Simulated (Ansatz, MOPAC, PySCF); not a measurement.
BF3 (SMILES FB(F)F) and NH3 (SMILES N) are pulled apart as rigid monomers along the line of their centres of mass, from the B3LYP-D3(BJ)/def2-TZVP minimum. Starting geometry (charge 0, multiplicity 1):
```csv
atom,x (Å),y (Å),z (Å)
F,-1.1275,-0.8354,0.6930
B,-0.0073,-0.0896,0.9619
F,0.0032,1.1489,0.3709
F,1.1730,-0.7806,0.8486
N,-0.1272,0.2471,2.6155
H,-0.9832,0.7607,2.8069
H,-0.1381,-0.6181,3.1489
H,0.6654,0.8076,2.9168
```

Interaction energies with rigid monomers; basis-set methods are counterpoise corrected unless marked otherwise.

Frozen-core correlation. The state that PM3, PM7 reach isn't checked; PM7 holds dispersion and hydrogen-bond terms.

The values were computed with Ansatz (an electronic-structure program) with Gaussian orbitals; MOPAC for PM3, PM7 (differences of heats of formation); PySCF for the dispersion terms. Each number belongs to the level named beside it.

```csv
B2···N5 (Å),PM3 (kJ/mol),PM7 (kJ/mol),B3LYP-D3(BJ)/def2-TZVPPD (kJ/mol),PBE0-D3(BJ)/def2-TZVPPD (kJ/mol),MP2/aug-cc-pVDZ (kJ/mol)
1.52,-239.4,-105.1,-160.9,…,-149.0
1.69,-290.2,-146.0,-181.0,-196.8,-173.0
1.95,-256.6,-123.8,-160.7,-171.2,…
2.37,-117.4,-55.9,-104.7,-108.9,-98.2
3.05,-21.5,-20.4,-45.5,-46.1,-42.5
```

Q: What belongs in the gaps?

A: 
- 1.52, PBE0-D3(BJ)/def2-TZVPPD (kJ/mol): -180.2
- 1.95, MP2/aug-cc-pVDZ (kJ/mol): -154.0
